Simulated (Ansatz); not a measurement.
Reaction R1 → P1 + P2, each structure at its B3LYP-D3(BJ)/def2-TZVP stationary point, reached from a drawn start (curvature not checked).
R1, F2Ti (SMILES [F][Ti][F]) (charge 0, multiplicity 3):
```xyz
3

Ti     0.00234     0.00333    -0.40154
F      1.69817    -0.00574     0.21058
F     -1.70051     0.00240     0.19086
```
P1, FTi (SMILES [F][Ti]) (charge 0, multiplicity 4):
```xyz
2

Ti    -0.009    -0.019    -0.905
F      0.009     0.019     0.905
```
P2: F atom, charge 0, multiplicity 2.

P less R. No zero-point or thermal terms; open shells are unrestricted; no spin–orbit coupling. The spin states of the d-block species are the ones drawn and need not be the lowest.

Frozen-core correlation throughout.

Codes used: Ansatz (a first-principles code) with Gaussian orbitals. All values are computed, each at the level named.

### Question
Estimate the reaction energy that CAM-B3LYP/def2-TZVPP returns for this input.

### Answer
626 kJ/mol

### Question
Estimate the reaction energy that MP2/def2-QZVPP returns for this input.

### Answer
645 kJ/mol

### Question
What reaction energy does B3LYP/def2-TZVPP give?

### Answer
616 kJ/mol
